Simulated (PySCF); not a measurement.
A PySCF script (with the pyscf-properties extension) for the NMR shieldings of `C=CC[SiH2][SiH2]O[SiH3]`, C₃H₁₂OSi₃, on a GFN2-xTB geometry:

```python
import basis_set_exchange as bse
import numpy as np
from pyscf import gto, dft
from pyscf.prop import nmr

atoms = """
C    -3.366641    0.848153   -0.028920
C    -2.457914    0.098105   -0.627755
C    -1.960029   -1.201353   -0.111058
Si   -0.230861   -0.996045    0.695393
Si    1.247218   -0.090930   -0.825808
O     2.619502    0.218074   -0.012020
Si    3.766988    0.920411    0.880842
H    -3.839906    0.534311    0.887218
H    -3.680236    1.797870   -0.427507
H    -1.998424    0.438909   -1.547905
H    -1.890576   -1.921697   -0.927133
H    -2.655106   -1.601972    0.625540
H     0.139268   -2.339007    1.185932
H    -0.437314   -0.191319    1.913892
H     1.689260   -0.976791   -1.911586
H     0.844030    1.181698   -1.442746
H     4.660857    1.628507   -0.032824
H     4.429826   -0.181409    1.572997
H     3.110254    1.843737    1.805759
"""
names = dict.fromkeys(["C", "Si", "O", "H"], "pcSseg-1")
basis = {el: gto.basis.parse(bse.get_basis(n, elements=[el], fmt="nwchem")) for el, n in names.items()}
mol = gto.M(atom=atoms, basis=basis, charge=0, verbose=0)
mf = dft.RKS(mol, xc="PBE0")
mf.grids.level = 2
mf.grids.alignment = dft.numint.BLKSIZE   # the property module wants whole blocks of grid points
mf.conv_tol = 1e-9
mf.kernel()

calc = nmr.RKS(mf)   # GIAO
C = mf.mo_coeff
Co = C[:, mf.mo_occ > 0]
resp = mf.gen_response(singlet=True, hermi=2)
def vind(x):   # induced exchange potential for any number of trial vectors
    d = np.einsum("pi,xij,qj->xpq", C, 2 * x.reshape(-1, C.shape[1], Co.shape[1]), Co, optimize=True)
    return np.einsum("xpq,pi,qj->xij", resp(d - d.transpose(0, 2, 1)), C, Co, optimize=True).ravel()
mo1, _ = nmr.rhf.solve_mo1(calc, with_cphf=vind)
sigma = calc.kernel(mo1)
for i, s in enumerate(sigma):   # ppm
    w = np.linalg.eigvalsh((s + s.T) / 2)
    print("%2d %-2s iso %8.1f  s11 %8.1f  s22 %8.1f  s33 %8.1f" % (i, mol.atom_pure_symbol(i), w.mean(), *w))
```

Question: What are the results?

Answer: 
```
 0 C  iso     67.2  s11    -44.9  s22     89.5  s33    157.0
 1 C  iso     41.8  s11    -81.7  s22     47.2  s33    159.8
 2 C  iso    166.3  s11    150.0  s22    156.8  s33    192.1
 3 Si iso    423.5  s11    383.0  s22    419.1  s33    468.4
 4 Si iso    378.7  s11    313.9  s22    356.1  s33    466.0
 5 O  iso    354.0  s11    252.8  s22    399.6  s33    409.7
 6 Si iso    392.5  s11    353.8  s22    360.3  s33    463.4
 7 H  iso     26.4  s11     22.8  s22     25.7  s33     30.5
 8 H  iso     26.6  s11     23.4  s22     25.6  s33     30.7
 9 H  iso     25.8  s11     23.6  s22     24.8  s33     29.1
10 H  iso     30.2  s11     26.8  s22     28.2  s33     35.7
11 H  iso     29.8  s11     25.9  s22     28.4  s33     35.0
12 H  iso     27.5  s11     24.1  s22     25.7  s33     32.6
13 H  iso     27.8  s11     24.4  s22     27.0  s33     32.1
14 H  iso     26.0  s11     22.2  s22     25.6  s33     30.1
15 H  iso     26.0  s11     21.9  s22     26.1  s33     29.9
16 H  iso     26.7  s11     23.2  s22     24.9  s33     31.9
17 H  iso     26.7  s11     23.1  s22     25.1  s33     31.8
18 H  iso     26.7  s11     23.1  s22     25.7  s33     31.3
```

These numbers come from an equivalent density-fitted implementation of the same equations, which agrees with the script to about 0.01 ppm for H and up to a few tenths of a ppm for heavy atoms, so last digits may differ.

Question: Turn these shieldings into chemical shifts. Referencing at the same level of theory: 13C (σ = 186.93 ppm), 29Si (σ = 349.16 ppm), 1H (σ = 31.72 ppm) vs TMS; 17O (σ = 336.08 ppm) vs H2O.

Answer: Averaging equivalent atoms: C 1: 145.1; C 0: 119.7; C 2: 20.6; Si 4: -29.5; Si 6: -43.4; Si 3: -74.4; O 5: -17.9; H 9: 5.91; H 14/15: 5.74; H 7: 5.36; H 8: 5.16; H 16/17/18: 5.03; H 12/13: 4.07; H 10/11: 1.73 ppm. Experimental scales use liquid or dissolved standards, which lie at an offset from isolated H2O (liquid H2O: subtract about 36 ppm).

Size and cost of the density-fitted run: 200 basis functions, 77 s wall time on 1 thread of an Arm Neoverse N1, shared host; peak memory 0.93 GiB.
